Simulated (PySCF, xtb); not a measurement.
C4H4ClF, SMILES FC1=C(Cl)CC1.

Harmonic wavenumbers (cm⁻¹) from GFN2-xTB (xtb 6.7.1) at its own minimum, in rising order: 195, 198, 290, 380, 440, 535, 684, 811, 982, 992, 1024, 1040, 1111, 1116, 1181, 1205, 1271, 1440, 1455, 1741, 3002, 3016, 3020, 3026.

Task: What does PBE-D3(BJ)/def2-SVP (PySCF) give at its own minimum? (An estimate is asked for; the answer gives what the named calculation found.)

Result: 196, 197, 267, 393, 516, 560, 675, 820, 892, 996, 1016, 1047, 1098, 1104, 1130, 1198, 1308, 1394, 1418, 1730, 2984, 2991, 3043, 3054. Paired by order, the mean absolute difference is 24 cm⁻¹ and the zero-point energies are 43.1 and 42.9 kcal/mol.
